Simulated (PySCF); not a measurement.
Compound: CH₆AsBO.
Numbering: `[CH3:1][O:2][BH:3][AsH2:4]` (hydrogens: H5, H6, H7 on C1; H8 on B3; H9, H10 on As4)

Method: PBE0-D3(BJ)/def2-SVP geometry optimisation, gas phase in PySCF 2.14.0.

(1) Give the optimised bond lengths and angles.

Answers

(1) 
| bond | length (Å) |
| --- | --- |
| C1–O2 | 1.409 |
| O2–B3 | 1.339 |
| B3–As4 | 2.033 |
| C1–H5, C1–H6, C1–H7 | 1.101 |
| B3–H8 | 1.217 |
| As4–H9, As4–H10 | 1.521 |

Bonds in one row agree within 0.01 Å and their mean is given. A selection of angles:
| angle | degrees |
| --- | --- |
| O2–C1–H5 | 109.2 |
| O2–C1–H7 | 111.5 |
| H5–C1–H6 | 108.3 |
| H5–C1–H7 | 109.3 |
| C1–O2–B3 | 123.1 |
| O2–B3–As4 | 119.2 |
| O2–B3–H8 | 120.5 |
| As4–B3–H8 | 120.1 |
| B3–As4–H9 | 94.4 |
| B3–As4–H10 | 96.2 |
| H9–As4–H10 | 94.8 |

Dihedral angles: C1–O2–B3–As4 -175° (antiperiplanar). The mirror-image conformer, all signs reversed, is as good.

O2 (boron-bound oxygen) is bent (angle 123.1°). Of the pairs four or more bonds apart, H7···H8 is among the closest relative to their van der Waals radii: 2.33 Å, 97 % of the sum of Bondi's values. As4 (arsenic bonded to B and 2 H) is pyramidal (angles 96.2°, 94.8° and 94.4°, sum 285.4°, 0.86 Å off the plane of its three neighbours). B3 (three-coordinate boron) is planar (angles 120.5°, 120.1° and 119.2°, sum 359.8°, 0.04 Å off the plane of its three neighbours).

No frequency check. The numbers are those of one conformer (C1–O2–B3–As4 -175°, O2–B3–As4–H -135° and -40°).

On an AMD EPYC 9R45 with one thread, no GPU (shared host), this took 11 s of wall time and 0.43 GiB of memory at its peak. These figures are those of the optimisation.
